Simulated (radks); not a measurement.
Values are calculated unless marked as measured or tabulated.
Question: Species: the manganese ion Mn2+. Configuration: [Ar] 3d5. Level of theory: scalar-relativistic Kohn-Sham, r2SCAN, spin-unpolarised, spherical densities, finite nucleus; meta-GGA in the generalised Kohn-Sham scheme; Fermi nuclear charge, rms radius 3.7057 fm (a radial shooting solver on a logarithmic mesh with Libxc functionals). Some entries of the table are withheld. Estimate them.

orbital  occ.  eigenvalue (eV)  r(max) (bohr)
1s          2        -6470.953            (1)
2s          2        -770.2930         0.2322
2p          6        -653.7944            (2)
3s          2        -106.6304         0.7361
3p          6         -74.0789         0.7534
3d          5         -24.1283         0.7652
4s          0              (3)          2.281
4p          0         -13.0429          2.711

Answer: 
(1) 1s r(max) (bohr): 0.03988
(2) 2p r(max) (bohr): 0.1884
(3) 4s eigenvalue (eV): -18.5898
